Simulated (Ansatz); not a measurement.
Reaction (germylene loss): `[GeH3][NH][GeH3]` → `[NH2][GeH3]` + `[GeH2]`

Isolated molecules relaxed with PBE0-D4/def2-TZVP in Ansatz; ΔE leaves out vibrations. CCSD(T)/CBS is the MP2 limit (def2-TZVPP, def2-QZVPP) plus CCSD(T) − MP2 in def2-TZVPP, frozen cores. Functionals use def2-TZVPP. B3LYP here is the variant with VWN-RPA as its local correlation; programs differ in this. HSE06 is defined as in plane-wave codes. For Ge outer-core shells are correlated without core-valence functions, which leaves a few kJ/mol of doubt a bond. Scalar relativity is left out up to krypton.

```csv
level,ΔE (kJ/mol),difference from CCSD(T)/CBS
LDA (SPW92),202.3,24.7
PBE-D4,166.6,-11.0
revPBE-D4,159.6,-18.0
BLYP-D4,145.9,-31.7
r2SCAN-D4,185.3,7.7
B97M-V,179.2,1.6
PBE0-D4,177.8,0.2
B3LYP-D4,158.3,-19.3
r2SCANh-D4,186.4,8.8
r2SCAN0-D4,188.2,10.6
HSE06-D4,177.7,0.1
BHLYP-D4,172.8,-4.8
CAM-B3LYP-D4,170.9,-6.7
ωB97X-V,181.3,3.7
ωB97M-V,165.6,-12.0
B2PLYP,166.9,-10.7
PBE,158.1,-19.5
revPBE,140.4,-37.2
BLYP,128.5,-49.1
r2SCAN,183.1,5.5
PBE0,170.4,-7.2
B3LYP,144.6,-33.0
r2SCANh,184.0,6.4
r2SCAN0,185.6,8.0
HSE06,170.6,-7.0
BHLYP,160.3,-17.3
CAM-B3LYP,163.2,-14.4
LC-ωPBE,188.1,10.5
RPA@PBE/def2-TZVPP,170.4,-7.2
MP2/def2-SVP,197.9,20.3
CCSD/def2-SVP,173.0,-4.6
CCSD(T)/def2-SVP,177.3,-0.3
HF/def2-TZVPP,154.5,-23.1
SCS-MP2/def2-TZVPP,187.8,10.2
CCSD/def2-TZVPP,178.3,0.7
CCSD(T)/def2-TZVPP,183.4,5.8
HF/def2-QZVPP,154.0,-23.6
MP2/def2-QZVPP,197.4,19.8
SCS-MP2/def2-QZVPP,185.0,7.4
CCSD/CBS(def2),172.5,-5.1
CCSD(T)/CBS,177.6,0
```

(1) What do rigid-rotor, harmonic-oscillator terms from PBE0-D4/def2-TZVP frequencies (298.15 K, 1 bar) make of the CCSD(T)/CBS value? (Estimate.)

Largest T1 diagnostic among the species: 0.012.

## Answers

(1) Ansatz gave: ΔZPE = -6.9 kJ/mol, ΔH = +174.4 kJ/mol, ΔS = 144 J/(mol·K), ΔG = +131.5 kJ/mol.

Leaving LDA and LC-ωPBE aside and taking each functional with its dispersion term where it has one, the values, not all of them listed here, spread over 48.3 kJ/mol, from BLYP-D4 to PBE-QIDH. LDA lies +44.2 kJ/mol from PBE without D4. In def2-TZVPP, CCSD(T) changes the Hartree–Fock value by +28.9 kJ/mol (the triples alone add +5.1 kJ/mol) and MP2 by +46.4 kJ/mol.
